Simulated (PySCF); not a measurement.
Electron correlation in Mg (magnesium, neutral)

[Ne] 3d2, high-spin 3F determinant (an excited configuration). Calculation: PySCF 2.14, in aug-cc-pCVDZ (6s5p3d, 36 functions); no relativity, point nucleus. Frozen: 1s2; 10 electrons correlated.

| level | correlation energy (mhartree) |
| --- | --- |
| CCSD | -166.54 |
| (T) | -0.24 |
| CCSD(T) | -166.78 |

Diagnostics: T1 = 0.0017, D1 = 0.0028, largest double amplitude 0.025.

The outer electron is Rydberg-like, and this basis confines it to a smaller radius and binds it less than a complete one would.

Cost of the coupled-cluster step: roughly 0.8 core-seconds, for 10 correlated electrons.

Iterations:

```
CC2 = 0
CCSD nocc = (np.int64(6), np.int64(4)), nmo = (35, 35)
frozen orbitals [[0], [0]]
max_cycle = 100
direct = 0
conv_tol = 1e-08
conv_tol_normt = 1e-06
diis_space = 8
diis_start_cycle = 0
Init t2, MP2 energy = -0.162373670242685
Init E_corr(UCCSD) = -0.162373670244422
cycle = 1  E_corr(UCCSD) = -0.165969326370736  dE = -0.00359565613  norm(t1,t2) = 0.00970302
cycle = 2  E_corr(UCCSD) = -0.166459204824853  dE = -0.000489878454  norm(t1,t2) = 0.0027129
cycle = 3  E_corr(UCCSD) = -0.16654609031768  dE = -8.68854928e-05  norm(t1,t2) = 0.00104942
cycle = 4  E_corr(UCCSD) = -0.166543152411524  dE = 2.93790616e-06  norm(t1,t2) = 0.000142155
cycle = 5  E_corr(UCCSD) = -0.166537556821392  dE = 5.59559013e-06  norm(t1,t2) = 3.20874e-05
cycle = 6  E_corr(UCCSD) = -0.166538042297795  dE = -4.85476404e-07  norm(t1,t2) = 2.43688e-06
cycle = 7  E_corr(UCCSD) = -0.166538097816579  dE = -5.55187838e-08  norm(t1,t2) = 4.68297e-07
cycle = 8  E_corr(UCCSD) = -0.166538091479804  dE = 6.33677522e-09  norm(t1,t2) = 7.70016e-08
UCCSD converged
E(UCCSD) = -199.2606434599469  E_corr = -0.1665380914798039
UCCSD(T) correction = -0.000243941513759993
```
